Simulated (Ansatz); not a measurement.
`C[SiH](Cl)[SbH2]` + `CF` → `C[SiH](Cl)CF` + `[SbH3]`  (formal exchange of groups at the Si–Sb bond)

Isolated molecules relaxed with PBE0-D4/def2-TZVP in Ansatz; ΔE leaves out vibrations. CCSD(T)/CBS is the MP2 limit (def2-TZVPP, def2-QZVPP) plus CCSD(T) − MP2 in def2-TZVPP, frozen cores. This one scheme is used for every species. Functionals use def2-TZVPP. Elements past krypton have def2 core potentials. For Sb outer-core shells are correlated without core-valence functions, which leaves a few kJ/mol of doubt a bond. One conformer a species, not always the lowest.

```tsv
level	ΔE (kJ/mol)
PBE-D4	51.2
r2SCAN-D4	45.6
PBE0-D4	52.1
B2PLYP	45.1
r2SCAN	45.1
HF/def2-QZVPP	40.3
MP2/def2-QZVPP	57.4
SCS-MP2/def2-QZVPP	51.9
```

What does CCSD(T)/CBS give? (Estimate.)

Ansatz gave: +52.1 kJ/mol. The listed levels differ from it by -0.9, -6.5, 0.0, -7.0, -7.0, -11.8, 5.3, -0.2 kJ/mol.

Largest T1 diagnostic among the species: 0.014.

In def2-TZVPP, CCSD(T) changes the Hartree–Fock value by +4.1 kJ/mol (the triples alone add +1.5 kJ/mol) and MP2 by +12.7 kJ/mol. The D4 term adds +4.9 kJ/mol with B3LYP and +2.8 kJ/mol with PBE0; it sums over pairs of atoms, weighted by their polarisabilities, and B3LYP, whose exchange is more repulsive, gets the larger term.

B3LYP here is the variant with VWN-RPA as its local correlation; programs differ in this.
